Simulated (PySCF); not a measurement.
## Electron correlation in P (phosphorus, neutral)

[Ne] 3s1 3p4, high-spin 4P determinant (an excited configuration). Computed with PySCF 2.14 in aug-cc-pCVTZ-DK with one added diffuse shell each of s, p, d, f type (9s8p6d4f, 91 functions), with scalar relativity by spin-free X2C-1e. Frozen: 1s2; 13 electrons correlated.

```
  level  correlation energy (mhartree)
   CCSD                        -401.10
    (T)                         -14.30
CCSD(T)                        -415.40
```

Diagnostics: T1 = 0.024, D1 = 0.1169, largest double amplitude 0.202.

A double-excitation amplitude exceeds 0.15, a sign of near-degeneracy.

Cost of the coupled-cluster step: roughly 50 core-seconds, for 13 correlated electrons.
